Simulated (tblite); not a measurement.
C4H11AlOSi.
SMILES with atom numbers: `[CH2:1]=[C:2]1[CH2:3][AlH2-:4][O+:5]([CH3:6])[SiH2:7]1` (hydrogens: H8, H9 on C1; H10, H11 on C3; H12, H13 on Al4; H14, H15, H16 on C6; H17, H18 on Si7)
Bond orders are those of one Lewis drawing.

Computed with GFN2-xTB (tblite), gas phase: L-BFGS steps from a force-field or distance-geometry start until the largest atomic force falls under 0.01 eV/Å.

Step 35: E = -573.1496 eV
```
atom  x, y, z in Å  |  force x, y, z in eV/Å
C1     -2.5788    0.8427   -0.9194   -0.006   0.021  -0.007
C2     -1.4880    0.4088   -0.2961    0.003   0.034  -0.018
C3     -1.5209   -0.7661    0.6648    0.054   0.004   0.027
Al4     0.3351   -1.1199    1.4027    0.063  -0.002   0.037
O5      1.1458   -0.0885   -0.0001   -0.042  -0.056   0.014
C6      2.5084   -0.2600   -0.3128   -0.047   0.016   0.037
Si7     0.2001    1.1882   -0.5576    0.031  -0.031  -0.036
H8     -3.5406    0.3764   -0.7703   -0.037  -0.004   0.019
H9     -2.5577    1.6728   -1.6043    0.000   0.067  -0.029
H10    -1.8654   -1.6417    0.0856   -0.030   0.016   0.043
H11    -2.3374   -0.5827    1.3788   -0.011  -0.043  -0.023
H12     0.8837   -0.3065    2.6315   -0.008  -0.016  -0.038
H13     1.0223   -2.4947    1.1274    0.030  -0.043  -0.018
H14     2.9827    0.6972   -0.5241    0.021   0.031   0.041
H15     2.6163   -0.9155   -1.1790   -0.034   0.022  -0.014
H16     2.9882   -0.7314    0.5438    0.055  -0.016   0.030
H17     0.5731    2.3438    0.2621   -0.046   0.017  -0.037
H18     0.6245    1.3834   -1.9446    0.005  -0.020  -0.028
```

Step 36: E = -573.1512 eV
```
atom  x, y, z in Å  |  force x, y, z in eV/Å
C1     -2.5763    0.8438   -0.9176   -0.019   0.024  -0.012
C2     -1.4863    0.4059   -0.2969   -0.001   0.028  -0.012
C3     -1.5219   -0.7687    0.6634    0.074  -0.019   0.061
Al4     0.3346   -1.1210    1.4050    0.054  -0.030  -0.008
O5      1.1454   -0.0849    0.0050   -0.006  -0.053   0.003
C6      2.5077   -0.2579   -0.3107   -0.042   0.014   0.028
Si7     0.1998    1.1874   -0.5617    0.056  -0.016  -0.030
H8     -3.5391    0.3830   -0.7673   -0.072  -0.030   0.027
H9     -2.5540    1.6729   -1.6019    0.007   0.099  -0.053
H10    -1.8696   -1.6458    0.0881   -0.017   0.032   0.031
H11    -2.3366   -0.5860    1.3800   -0.010  -0.023  -0.032
H12     0.8847   -0.3097    2.6307   -0.002  -0.005  -0.011
H13     1.0205   -2.4979    1.1252    0.023  -0.022  -0.010
H14     2.9844    0.6990   -0.5209    0.005   0.018   0.049
H15     2.6125   -0.9107   -1.1801   -0.034   0.030   0.005
H16     2.9894   -0.7328    0.5434    0.040  -0.011   0.018
H17     0.5651    2.3508    0.2534   -0.048  -0.009  -0.052
H18     0.6311    1.3790   -1.9487   -0.009  -0.026  -0.003
```

Step 37: E = -573.1530 eV
```
atom  x, y, z in Å  |  force x, y, z in eV/Å
C1     -2.5740    0.8459   -0.9155   -0.032   0.025  -0.014
C2     -1.4844    0.4027   -0.2981   -0.013   0.015  -0.005
C3     -1.5217   -0.7718    0.6630    0.067  -0.026   0.071
Al4     0.3348   -1.1228    1.4071    0.035  -0.060  -0.061
O5      1.1448   -0.0828    0.0094    0.034  -0.040  -0.005
C6      2.5073   -0.2548   -0.3073   -0.018   0.004   0.013
Si7     0.2002    1.1854   -0.5675    0.057  -0.007  -0.015
H8     -3.5387    0.3905   -0.7623   -0.080  -0.037   0.026
H9     -2.5497    1.6748   -1.6000    0.009   0.100  -0.052
H10    -1.8747   -1.6501    0.0923    0.008   0.044   0.012
H11    -2.3359   -0.5903    1.3810   -0.003   0.005  -0.032
H12     0.8863   -0.3119    2.6268    0.010   0.009   0.028
H13     1.0165   -2.5032    1.1228    0.022  -0.003  -0.002
H14     2.9869    0.7024   -0.5146   -0.020  -0.005   0.060
H15     2.6094   -0.9035   -1.1811   -0.028   0.040   0.027
H16     2.9919   -0.7349    0.5436    0.012   0.002  -0.002
H17     0.5549    2.3573    0.2429   -0.042  -0.033  -0.064
H18     0.6374    1.3734   -1.9542   -0.017  -0.033   0.015
```

Step 38: E = -573.1547 eV
```
atom  x, y, z in Å  |  force x, y, z in eV/Å
C1     -2.5729    0.8485   -0.9133   -0.039   0.023  -0.011
C2     -1.4831    0.3995   -0.2996   -0.027   0.003   0.000
C3     -1.5207   -0.7749    0.6637    0.034  -0.007   0.046
Al4     0.3357   -1.1254    1.4070    0.016  -0.074  -0.090
O5      1.1446   -0.0832    0.0115    0.057  -0.018  -0.009
C6      2.5078   -0.2515   -0.3030    0.013  -0.008  -0.001
Si7     0.2014    1.1819   -0.5739    0.030  -0.011   0.002
H8     -3.5400    0.3980   -0.7556   -0.055  -0.020   0.015
H9     -2.5455    1.6784   -1.5985    0.002   0.064  -0.025
H10    -1.8800   -1.6535    0.0973    0.036   0.045  -0.009
H11    -2.3356   -0.5945    1.3812    0.005   0.034  -0.020
H12     0.8897   -0.3116    2.6198    0.022   0.016   0.060
H13     1.0101   -2.5095    1.1212    0.029   0.004   0.002
H14     2.9891    0.7070   -0.5047   -0.043  -0.025   0.068
H15     2.6097   -0.8945   -1.1816   -0.015   0.045   0.038
H16     2.9945   -0.7371    0.5448   -0.017   0.014  -0.020
H17     0.5446    2.3609    0.2318   -0.030  -0.045  -0.066
H18     0.6420    1.3678   -1.9598   -0.018  -0.040   0.019
```

**Question.** Estimate the geometry and energy of step 39. (The exact step hangs on the optimiser's Hessian estimate; all steps are aligned on step 38, rigid shifts and turns removed.)

**Answer.** E = -573.1562 eV, largest force 0.099 eV/Å
```
atom  x, y, z in Å  |  force x, y, z in eV/Å
C1     -2.5732    0.8513   -0.9115   -0.036   0.018  -0.004
C2     -1.4831    0.3970   -0.3009   -0.034  -0.002   0.001
C3     -1.5197   -0.7774    0.6652   -0.006   0.026   0.001
Al4     0.3370   -1.1283    1.4043    0.005  -0.063  -0.076
O5      1.1447   -0.0862    0.0109    0.057   0.007  -0.011
C6      2.5091   -0.2489   -0.2990    0.031  -0.015  -0.007
Si7     0.2025    1.1775   -0.5794   -0.012  -0.025   0.013
H8     -3.5426    0.4039   -0.7489   -0.016   0.009  -0.003
H9     -2.5425    1.6826   -1.5975   -0.011   0.011   0.014
H10    -1.8840   -1.6553    0.1012    0.056   0.035  -0.027
H11    -2.3360   -0.5972    1.3809    0.013   0.053  -0.001
H12     0.8947   -0.3095    2.6122    0.024   0.010   0.067
H13     1.0040   -2.5149    1.1211    0.040  -0.003   0.000
H14     2.9901    0.7117   -0.4930   -0.052  -0.029   0.067
H15     2.6130   -0.8857   -1.1817    0.002   0.040   0.035
H16     2.9960   -0.7387    0.5467   -0.033   0.014  -0.025
H17     0.5368    2.3613    0.2221   -0.015  -0.042  -0.057
H18     0.6445    1.3633   -1.9644   -0.013  -0.046   0.013
```

The energy changes by -0.0015 eV. The first-order estimate −F·Δx gives -0.0021 eV and the mean of the old and new forces, exact on a quadratic surface, -0.0015 eV. The step makes an angle of 74° with the force vector and moves no atom by more than 0.013 Å.

The cost below is that of the whole relaxation. Time: 1.1 s. Hardware: one thread of an Arm Neoverse V1, on a shared host.
